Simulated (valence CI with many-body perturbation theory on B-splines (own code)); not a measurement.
**Level structure of Rh³⁰⁺**

Level of theory: valence CI with perturbative core correlation (CI+MBPT): five valence electrons over a frozen Dirac-Fock core [Ne], radial functions for each j: 11 s, 11 p, 10 d, 8 f, 5 g, 2 h, with the one-electron correlation potential Σ1, the two-electron term Σ2, the three-electron term Σ3, Breit, model QED; selected CI, second order for the rest, scaled by the run's own slope (own B-spline code, finite nucleus).

No measured spectrum was set against this ion. As an estimate, large intervals hold to a few tenths of a per cent, small ones and those within an open d or f shell to about a per cent. Among the levels kept, up to 3700 cm⁻¹ of a level comes from second order outside the variational space, and about a tenth of that is noise between levels of different J, which matters for small intervals.

Levels 46 to 90 of 168, with energies above the lowest level, 3s²3p³ ⁴S°_3/2. "Leading %" is the weight of the configuration and term that name the level; weights of strongly mixed levels are sums over their largest components and can fall short, so below about 35 % the name and the second component can differ from the true leading terms, or belong to a minority configuration. In the jj column 3d3/2^4 stands for four electrons in 3d with j = 3/2. Lifetimes count E1, E2, E3, M1 and M2 decay at the calculated energies, and are blank where another channel may lead or the interval is too uncertain; long ones can be off by a factor of two.

```csv
No.,Configuration,Term,J,E (eV),Leading %,Leading jj,Lifetime,g
46,3s3p³3d,⁶D°,9/2,227.79,70,3s 3p1/2^2 3p3/2 3d5/2 (72 %),304 ps,1.476
47,3s3p³3d,⁴F°,3/2,232.11,41,3s 3p1/2^2 3p3/2 3d3/2 (53 %),41.2 ps,0.845
48,3p⁵,²P°,3/2,233.27,39,3p1/2^2 3p3/2^3 (39 %),30.4 ps,1.291
49,3s3p³3d,⁴D°,5/2,235.96,35,3s 3p1/2^2 3p3/2 3d5/2 (64 %),52.7 ps,1.358
50,3s3p³3d,⁴G°,5/2,244.71,46,3s 3p1/2^2 3p3/2 3d3/2 (64 %),21.3 ps,0.808
51,3s3p³3d,⁴D°,7/2,245.17,35,3s 3p1/2^2 3p3/2 3d3/2 (32 %),50.4 ps,1.296
52,3s3p³3d,⁴D°,1/2,246.83,57,3s 3p1/2^2 3p3/2 3d3/2 (62 %),21.3 ps,0.426
53,3s3p³3d,⁴D°,3/2,248.07,54,3s 3p1/2 3p3/2^2 3d3/2 (69 %),80.6 ps,1.071
54,3s3p³3d,⁴D°,1/2,249.00,58,3s 3p1/2 3p3/2^2 3d3/2 (39 %),54.6 ps,0.905
55,3s3p³3d,⁴F°,5/2,250.03,49,3s 3p1/2 3p3/2^2 3d3/2 (61 %),48.4 ps,1.160
56,3s3p³3d,⁴G°,7/2,251.31,41,3s 3p1/2^2 3p3/2 3d5/2 (40 %),34.6 ps,1.140
57,3s3p³3d,⁴F°,7/2,253.23,61,3s 3p1/2 3p3/2^2 3d5/2 (34 %),30.1 ps,1.273
58,3s3p³3d,⁴D°,1/2,253.52,30,3s 3p1/2 3p3/2^2 3d3/2 (30 %),38.5 ps,1.332
59,3s3p³3d,⁴G°,9/2,258.31,45,3s 3p1/2 3p3/2^2 3d5/2 (45 %),101 ps,1.266
60,3s3p³3d,²F°,5/2,258.40,22,3s 3p1/2^2 3p3/2 3d5/2 (46 %),10.9 ps,1.112
61,3s3p³3d,⁴D°,7/2,258.94,37,3s 3p1/2 3p3/2^2 3d5/2 (35 %),41.6 ps,1.170
62,3s3p³3d,⁴D°,3/2,259.32,51,3s 3p1/2^2 3p3/2 3d5/2 (56 %),14.3 ps,1.317
63,3s3p³3d,⁴P°,3/2,261.78,14,3s 3p1/2 3p3/2^2 3d3/2 (21 %),11.0 ps,1.336
64,3s3p³3d,²P°,1/2,261.94,43,3p1/2 3p3/2^4 (33 %),33.4 ps,0.592
65,3s3p³3d,⁴F°,9/2,262.75,64,3s 3p1/2 3p3/2^2 3d5/2 (75 %),44.9 ps,1.299
66,3s3p³3d,²G°,9/2,268.46,66,3s 3p1/2 3p3/2^2 3d3/2 (46 %),86.9 ps,1.149
67,3s²3p3d²,⁴G°,5/2,268.59,32,3s^2 3p1/2 3d3/2^2 (61 %),11.9 ps,0.873
68,3s3p³3d,⁴G°,11/2,269.11,95,3s 3p1/2 3p3/2^2 3d5/2 (95 %),50.0 ps,1.269
69,3s3p³3d,⁴P°,5/2,270.35,50,3s 3p1/2 3p3/2^2 3d3/2 (41 %),4.73 ps,1.423
70,3s3p³3d,⁴D°,1/2,271.21,42,3s 3p1/2 3p3/2^2 3d3/2 (29 %),5.73 ps,0.614
71,3s3p³3d,⁴S°,3/2,272.90,23,3s 3p1/2 3p3/2^2 3d3/2 (51 %),5.15 ps,1.415
72,3s3p³3d,⁴D°,7/2,273.28,44,3s 3p1/2 3p3/2^2 3d3/2 (48 %),5.97 ps,1.216
73,3s3p³3d,⁴F°,3/2,273.65,24,3s 3p1/2 3p3/2^2 3d3/2 (50 %),7.79 ps,0.910
74,3s3p³3d,⁴P°,1/2,274.46,48,3s 3p1/2 3p3/2^2 3d5/2 (73 %),15.3 ps,2.200
75,3s3p³3d,⁴P°,5/2,276.87,20,3s 3p1/2 3p3/2^2 3d3/2 (38 %),8.74 ps,1.224
76,3s3p³3d,⁴D°,5/2,277.66,62,3s 3p1/2 3p3/2^2 3d5/2 (61 %),12.4 ps,1.262
77,3s²3p3d²,⁴G°,7/2,278.66,24,3s^2 3p1/2 3d3/2 3d5/2 (33 %),13.0 ps,1.126
78,3s3p³3d,⁴P°,3/2,279.10,26,3s 3p1/2 3p3/2^2 3d3/2 (52 %),7.20 ps,1.062
79,3s3p³3d,⁴F°,3/2,279.30,39,3s 3p1/2 3p3/2^2 3d3/2 (57 %),6.20 ps,0.981
80,3s3p³3d,²G°,7/2,281.28,15,3s 3p1/2 3p3/2^2 3d5/2 (38 %),9.25 ps,1.145
81,3s²3p3d²,⁴G°,5/2,281.91,17,3s 3p1/2 3p3/2^2 3d5/2 (33 %),9.20 ps,1.054
82,3s3p³3d,²D°,5/2,282.50,18,3s 3p1/2 3p3/2^2 3d5/2 (55 %),12.7 ps,1.115
83,3s3p³3d,²G°,9/2,282.67,33,3s 3p1/2 3p3/2^2 3d5/2 (54 %),15.5 ps,1.156
84,3s3p³3d,⁴S°,3/2,283.33,27,3s 3p1/2 3p3/2^2 3d5/2 (54 %),5.78 ps,1.601
85,3s3p³3d,⁴D°,7/2,283.99,40,3s 3p1/2 3p3/2^2 3d5/2 (58 %),9.74 ps,1.208
86,3s3p³3d,²F°,7/2,285.76,39,3s^2 3p1/2 3d3/2 3d5/2 (31 %),9.80 ps,1.055
87,3s3p³3d,⁴P°,1/2,286.26,32,3s 3p1/2 3p3/2^2 3d3/2 (58 %),3.10 ps,1.256
88,3s3p³3d,⁴D°,5/2,286.84,28,3s 3p1/2 3p3/2^2 3d5/2 (50 %),6.83 ps,1.162
89,3s3p³3d,⁴D°,3/2,288.39,18,3s 3p1/2 3p3/2^2 3d3/2 (28 %),3.33 ps,0.989
90,3s²3p3d²,⁴D°,3/2,289.57,16,3s 3p1/2 3p3/2^2 3d5/2 (39 %),4.93 ps,1.000
```

Names give the largest LS component (configuration and term), which can be under half, so a name can repeat, a term be missing and a line seem to break the LS rules; names also repeat where a configuration has a term twice.

Where two levels of one J and parity lie close, their mixing, g and order are uncertain.
